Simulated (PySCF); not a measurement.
C₂H₁₁NSi₃, SMILES CC[Si@H]1N[SiH2][SiH2]1. Geometry: PBE0-D3(BJ)/def2-SVP. The structure was generated by enumeration; whether it is a known compound was not checked. One conformer was computed; it need not be the lowest.

Problem. Give the equilibrium geometry at PBE0-D3(BJ)/def2-SVP (PySCF confirms it by a frequency run) as a Z-matrix. (The exact figures need the calculation; the answer reports its results.)

Solution. Several could match; the one computed here: 
```
Si
N 1 1.7598
H 2 1.0159 1 125.26
Si 2 1.7565 3 125.17 1 178.61
H 4 1.4994 2 113.80 3 -59.96
H 4 1.4996 5 106.63 2 -126.25
H 1 1.5020 2 113.07 3 60.87
C 1 1.8848 7 108.05 2 127.74
H 8 1.1034 1 107.64 7 -178.32
H 8 1.1051 9 105.99 1 -115.33
C 8 1.5257 9 111.02 10 -120.17
H 11 1.1012 8 111.86 9 59.17
H 11 1.1019 12 107.25 8 -122.74
H 11 1.1022 12 107.23 13 -114.79
Si 4 2.3528 5 116.89 6 -133.69
H 15 1.4939 4 116.70 5 -1.21
H 15 1.4954 16 109.94 4 -135.63
```
Charge 0, spin multiplicity 1.
